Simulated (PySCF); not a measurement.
Dipole response of Xe (xenon, neutral)

[Xe], closed-shell 1S. Computed with PySCF 2.14 in aug-cc-pwCVTZ-DK3 with one added diffuse shell each of s, p, d, f type (11s10p8d5f1g, 125 functions), with the spin-free X2C one-electron Hamiltonian (Gaussian nucleus). Coupled (time-dependent) response in atomic units; α is the mean over directions.

| method | mean α (bohr³) | C₆ (like pair) | S(−4) |
| --- | --- | --- | --- |
| UHF | 26.78 | 284.3 | 120.9 |
| PBE | 28.93 | 309.9 | 156.4 |
| PBE0 | 27.83 | 296.6 | 137.7 |

S(−4) is the Cauchy moment in α(ω) = α(0) + S(−4) ω² + …

Reference α: 27.32 ± 0.2 bohr³ (recommended; Schwerdtfeger and Nagle, table of static dipole polarizabilities (2023 update)). Published C₆: 302.0 (Gould and Bucko (2016)).

α(iu) at UHF:

```json
{"u (hartree)": "0", "α(iu) (bohr³)": "26.78"}
{"u (hartree)": "0.0500", "α(iu) (bohr³)": "26.48"}
{"u (hartree)": "0.100", "α(iu) (bohr³)": "25.64"}
{"u (hartree)": "0.200", "α(iu) (bohr³)": "22.84"}
{"u (hartree)": "0.300", "α(iu) (bohr³)": "19.52"}
{"u (hartree)": "0.500", "α(iu) (bohr³)": "13.74"}
{"u (hartree)": "0.750", "α(iu) (bohr³)": "9.080"}
{"u (hartree)": "1.00", "α(iu) (bohr³)": "6.369"}
{"u (hartree)": "1.50", "α(iu) (bohr³)": "3.668"}
{"u (hartree)": "2.00", "α(iu) (bohr³)": "2.443"}
{"u (hartree)": "3.00", "α(iu) (bohr³)": "1.370"}
{"u (hartree)": "5.00", "α(iu) (bohr³)": "0.6430"}
```

A single London oscillator, α(iu) = α/(1 + u²/ω²), gives C₆ = (3/4) ω α². Matching the computed C₆ needs ω = 4 × 284.3 / (3 × 26.78²) = 0.529 hartree.
